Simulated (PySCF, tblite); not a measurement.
C5H8B2O2.
SMILES with atom numbers: `[CH3:1][BH:2][O:3][BH:4][c:5]1[cH:6][cH:7][cH:8][o:9]1` (hydrogens: H10, H11, H12 on C1; H13 on B2; H14 on B4; H15 on C6; H16 on C7; H17 on C8)

Jobs on this species (17 atoms, 64 electrons) with PySCF (density fitting) and tblite. Hardware of each: an Arm Neoverse V1 with one thread, no GPU, on a shared host. Times come from a shared host and carry two figures at best.

| level and settings | work | basis functions | SCF cycles | wall time |
| --- | --- | --- | --- | --- |
| GFN2-xTB | L-BFGS relaxation | – | – | 0.84 s |
| PBE0/pcSseg-1 | shieldings, ring-centre shieldings, charges and field gradients, density and orbital grids written | 193 | ? | ? |
| CAM-B3LYP/def2-SVPD | 8 singlets by full TDDFT, 3 Tamm–Dancoff triplets, polarisability | 250 | 13 | 79 s |
| GFN2-xTB | Hessian by finite differences | – | – | 0.57 s |

Fill in the missing figures.

- PBE0/pcSseg-1; shieldings, ring-centre shieldings, charges and field gradients, density and orbital grids written: 42 s, 15 SCF cycles

What do all jobs in the table cost together?

About 2.0 min; the longest takes about 65 % of that, and about 140 times as long as the shortest.
